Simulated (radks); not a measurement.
The magnesium ion Mg2+, [Ne]. Calculated with a radial shooting solver on a logarithmic mesh with Libxc functionals: non-relativistic Kohn-Sham, PBE, spin-polarised, spherical densities, point nucleus. Every spin shell is full or empty, so the densities are truly spherical. Functionals are evaluated on that one density, not self-consistently. Rank these orbital-free kinetic functionals by their error against the exact value of the orbitals, and give that value: Thomas-Fermi, TF + vW, TF + vW/9, LC94, revAPBEK, Perdew 92, Thakkar, Pearson, LKT, PG1, DePristo-Kress, Ernzerhof.

Answer. Exact: 198.777 hartree. From best to worst, with 100 (|E| - |E exact|)/|E exact| (equal figures are ties): DePristo-Kress 0.00, Thakkar -0.01, LC94 +0.10, Ernzerhof +0.34, Perdew 92 -0.49, TF + vW/9 -0.50, revAPBEK +0.66, Pearson -1.98, Thomas-Fermi -7.91, PG1 +28.25, LKT +34.48, TF + vW +58.72.
